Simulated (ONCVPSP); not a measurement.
**manganese (Mn): from the effect back to the setting (ONCV)**

Base potential:

```json
{
  "Element": "manganese",
  "Generator": "ONCVPSP 4.0.1",
  "Type": "optimised norm-conserving Vanderbilt (ONCV)",
  "Functional": "PBE",
  "Relativity": "fully relativistic",
  "Frozen core": "[Ne]",
  "Valence charge": "15",
  "Reference configuration": "3s2 3p6 3d5 4s1 4p1",
  "Partial waves": "3s+4s: rc 1.40 bohr, ncon 4, nbas 9, qcut 8 1/bohr, 3 projectors, debl 3 Ha; 3p+4p: rc 1.80 bohr, ncon 5, nbas 9, qcut 6.2 1/bohr, 2 projectors; 3d: rc 1.60 bohr, ncon 4, nbas 8, qcut 8 1/bohr, 3 projectors, debl 2.9 Ha",
  "Local potential": "polynomial inside 0.95 bohr (lpopt 5, dvloc0 0 Ha)",
  "Core correction": "Teter function, fcfact 6, rcfact 1.1"
}
```

Open shells are filled in proportion to 2j + 1.

Cutoffs, loose and tight: the cutoffs (Ha) at which the residual kinetic energy of the hardest occupied pseudo-wave falls to 1 and 0.1 mHa per electron. They do not see the model core or the augmentation charge, which bear on the density cutoff. Test errors are all-electron minus pseudo excitation energies from the reference, over the configurations 3s2 3p6 3d5 4s2 4p0; 3s2 3p6 3d5 4s1 4p0; 3s2 3p6 3d5 4s0 4p0; 3s2 3p6 3d4 4s0 4p0; variants that change the core or the reference have their own tests. The largest error is taken over the tests solved by every variant that gives reliable tests at all, those not shown here included: 3s2 3p6 3d5 4s0 4p0; 3s2 3p6 3d5 4s1 4p0; 3s2 3p6 3d5 4s2 4p0.

Only the scale of all radii but the core radius (base = 1) is moved:

```csv
scale of all radii but the core radius (base = 1),"cutoff, loose","cutoff, tight",bound ghosts,largest test error (meV)
0.8,133 Ha,164 Ha,"d5/2, d3/2",+1.9
0.89,74 Ha,118 Ha,"d5/2, d3/2",+2.6
1.05,29 Ha,62 Ha,none,+2.3
1.15,27 Ha,30 Ha,"p3/2, p1/2",-0.5
1.25,25 Ha,28 Ha,none,-5.3
1.33,24 Ha,27 Ha,none,-13
```

Q: One more run gave cutoff, loose: 36 Ha; cutoff, tight: 98 Ha; bound ghosts: none; largest test error (meV): +2.8. Which value of the scale of all radii but the core radius (base = 1) was used?

A: 0.95. The loose cutoff moves one way along this sweep, from 133 Ha at 0.8 to 24 Ha at 1.33, which places the run between 0.89 and 1.05.
